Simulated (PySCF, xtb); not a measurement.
BrCl, SMILES ClBr (connectivity only; charge and spin as stated), charge +1, multiplicity 2.

Harmonic wavenumbers (cm⁻¹) from GFN2-xTB in xtb at its own minimum, in rising order: 394.

**Question.** What does PySCF 2.14.0 with PBE-D3(BJ)/def2-TZVP give at its own minimum? (An estimate is asked for; the answer gives what the named calculation found.)

**Answer.** 487. Paired by order, the mean absolute difference is 93 cm⁻¹ and the zero-point energies are 0.6 and 0.7 kcal/mol.
